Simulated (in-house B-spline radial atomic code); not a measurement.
Radial electron density of Ne II (Ne+), [He] 2s2 2p5. Computed with a radial B-spline atomic code at the basis-set limit: scalar-relativistic (X2C) BP86, spin-polarised, spherical fractional occupations, Fermi nucleus of rms radius 3.0055 fm.

Columns: r (bohr), 4πr²n(r) (electrons per bohr), bar.

```
 0.00598   0.2619 #
 0.00699    0.349 #
 0.00817   0.4635 ##
 0.00956   0.6146 ##
  0.0112   0.8131 ###
  0.0131    1.067 ####
  0.0153    1.388 ######
  0.0179    1.798 #######
  0.0209    2.302 #########
  0.0244    2.917 ############
  0.0286    3.677 ###############
  0.0334    4.547 ##################
  0.0391    5.553 ######################
  0.0457    6.642 ###########################
  0.0534    7.773 ###############################
  0.0625    8.883 ####################################
   0.073    9.846 ########################################
  0.0854    10.56 ###########################################
  0.0999     10.9 ############################################
   0.117    10.77 ###########################################
   0.137    10.13 #########################################
    0.16    9.086 #####################################
   0.187    7.796 ###############################
   0.218    6.548 ##########################
   0.255    5.578 #######################
   0.299    5.139 #####################
   0.349     5.31 #####################
   0.408    5.955 ########################
   0.477     6.78 ###########################
   0.558    7.423 ##############################
   0.653    7.574 ###############################
   0.763    7.099 #############################
   0.892    6.066 ########################
    1.04    4.722 ###################
    1.22     3.27 #############
    1.43    2.018 ########
    1.67    1.114 ####
    1.95    0.537 ##
    2.28   0.2204 #
    2.67  0.07509 
    3.12   0.0214
```

On this grid the curve has 2 maxima, near 0.0999, 0.653 bohr.

The 2p down radial function P(r) = rR(r), positive near the nucleus:

| r (bohr) | P |
| --- | --- |
| 0.00598 | 0.001107 |
| 0.00817 | 0.002027 |
| 0.0112 | 0.003727 |
| 0.0153 | 0.006779 |
| 0.0209 | 0.01225 |
| 0.0286 | 0.02201 |
| 0.0391 | 0.03898 |
| 0.0534 | 0.06772 |
| 0.073 | 0.1152 |
| 0.0999 | 0.1902 |
| 0.137 | 0.3026 |
| 0.187 | 0.4538 |
| 0.255 | 0.6368 |
| 0.349 | 0.8265 |
| 0.477 | 0.9693 |
| 0.653 | 1.004 |
| 0.892 | 0.9001 |
| 1.22 | 0.6816 |
| 1.67 | 0.4205 |
| 2.28 | 0.2001 |
| 3.12 | 0.06673 |
